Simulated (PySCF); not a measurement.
# Reading the logs of faulty runs: Ge2H6O2

Calculated results; nothing here was measured. They come from PySCF 2.14.0, an open-source quantum chemistry program, on an isolated molecule that a program drew, which may never have been made. The molecule is Ge2H6O2 (charge 0, singlet), drawn as the SMILES string `[OH][GeH2][O][GeH3]`.

Each row is a Hartree-Fock (HF) and frozen-core CCSD(T) single point in the cc-pVDZ basis, meant for a local HF minimum. Run 1 is clean. Each other run has one planted mistake out of seven kinds, and not every kind appears here: one electron removed, one electron added, multiplicity raised by two, geometry at a saddle point, minimal basis STO-3G, one bond length entered in bohr, all coordinates scaled. The reference is restricted for singlets and unrestricted otherwise, and also for a bond in bohr. Adding or removing an electron swaps singlet and doublet. Electrons count all cores. HOMO and LUMO are orbital energies over both spins, the gradient is its largest component, and the lowest frequency (negative if imaginary) is given only where the gradient is small. Bond lengths are over the 9 bonds as drawn. T1 is the CCSD diagnostic: over 0.02 (restricted) or 0.045 (unrestricted) a single reference is doubtful. Germanium has the cc-pVDZ-PP basis, with a core potential (ECP10MDF) in place of its 10 inner electrons, and its 3s, 3p and 3d shells are frozen in CCSD(T).

Geometry of the clean run:
```xyz
10
Ge2H6O2, angstrom
O    -3.1283    1.9091    1.4138
Ge   -1.6720    1.0626    1.9707
O    -1.3592   -0.2948    0.8963
Ge   -2.3369   -1.5941    0.1827
H    -3.0451    2.3537    0.5824
H    -0.4492    1.9680    1.8891
H    -2.0194    0.5746    3.3687
H    -2.9936   -1.0711   -1.0959
H    -1.3734   -2.7371   -0.1254
H    -3.4039   -2.0341    1.1894
```

| run | electrons | basis functions | <S^2> | HOMO (eV) | LUMO (eV) | gradient (hartree/bohr) | lowest frequency (cm^-1) | mean bond (Å) | longest bond (Å) | T1 | HF (hartree) | CCSD(T) (hartree) | mistake |
|---|---|---|---|---|---|---|---|---|---|---|---|---|---|
| 1 | 86 | 104 | 0.000 | -11.85 | 3.58 | 1.2e-06 | 35 | 1.5430 | 1.776 | 0.0134 | -740.02784 | -740.65437 | no fault |
| 2 | 85 | 104 | 0.761 | -17.73 | -6.82 | 1.0e-01 | - | 1.5430 | 1.776 | 0.0389 | -739.68163 | -740.27137 | one electron removed |
| 3 | 86 | 104 | 0.818 | -11.98 | 2.51 | 2.3e-02 | - | 1.6366 | 1.789 | 0.0541 | -739.89617 | -740.51028 | one bond length entered in bohr |
| 4 | 86 | 104 | 2.009 | -3.37 | -0.65 | 1.1e-01 | - | 1.5430 | 1.776 | 0.0325 | -739.78666 | -740.39812 | multiplicity raised by two |
| 5 | 87 | 104 | 0.759 | 2.69 | 8.25 | 5.0e-02 | - | 1.5430 | 1.776 | 0.0223 | -739.91148 | -740.56355 | one electron added |
| 6 | 86 | 104 | 0.000 | -11.90 | 3.71 | 2.3e-02 | - | 1.5091 | 1.737 | 0.0127 | -740.02237 | -740.64323 | ? |

**Which mistake was planted in run 6, and what did it cost?**

The mean and the longest bond both change by the same factor, 0.978, and the gradient is no longer small. So the mistake is: all coordinates scaled. Subtracting run 1 and multiplying by 627.51 kcal/mol a hartree, the energy moved by 3.4 kcal/mol in HF and 7.0 kcal/mol in CCSD(T).

Cautions from the logs. Run 3: T1 is over the limit, so its CCSD(T) energy is less reliable; run 5: the HOMO is above zero, so the electron isn't bound and the energy depends on the basis.
